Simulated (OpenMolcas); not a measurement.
# Ionisation energies of nitrogen

```
Program             : OpenMolcas
Basis               : ANO-RCC-VQZP [5s4p3d2f1g]
Scalar Hamiltonian  : DKH2, point nucleus
Spin-orbit coupling : state interaction with AMFI integrals over the reference wave functions, term energies averaged over their components
```

Active shells in each charge state: the valence s, p shells, with orbitals averaged over the low states. Where CASPT2's correlated closed shells are named, they are those of the first ion.

A. CASSCF
B. SS-CASPT2, IPEA 0.25 Eh, imaginary shift 0.1 Eh (closed shells correlated: 1s)
C. SS-CASPT2, IPEA 0 Eh, imaginary shift 0.1 Eh (closed shells correlated: 1s)
D. SS-CASPT2, IPEA 0.25 Eh, imaginary shift 0.1 Eh (closed shells correlated: none)

Energies in eV between the lowest computed levels, named as in B; reference values from the NIST Atomic Spectra Database with their kind.

```csv
From,To,A,B,C,D,Spin-orbit share in B,Reference
N+ 2s2 2p2 3P0,N2+ 2s2 2p 2P* 1/2,28.432,29.437,29.509,29.387,-0.002,29.601 (semi-empirical)
N2+ 2s2 2p 2P* 1/2,N3+ 2s2 1S0,46.201,47.233,47.295,47.162,+0.014,47.445 (semi-empirical)
N3+ 2s2 1S0,N4+ 2s 2S 1/2,77.339,77.400,77.401,77.408,+0.000,77.474 (measured)
N4+ 2s 2S 1/2,N5+ 1s2 1S0,97.754,97.806,97.807,97.754,+0.000,97.890 (measured)
```

Steps that some method lacks are left out, and so are those with a state whose active s or d shell is doubly occupied in every root (s and p with five to eight electrons, d10) over a frozen core shell of the same l, since the two then mix freely.

Error against the reference values, in %:

```
From       Reference     A     B     C     D
  N+  semi-empirical  -3.9  -0.6  -0.3  -0.7
 N2+  semi-empirical  -2.6  -0.4  -0.3  -0.6
 N3+        measured  -0.2  -0.1  -0.1  -0.1
 N4+        measured  -0.1  -0.1  -0.1  -0.1
```

Mean absolute error over the 2 measured values: A 0.14 eV, B 0.08 eV, C 0.08 eV, D 0.10 eV.

* marks odd parity.
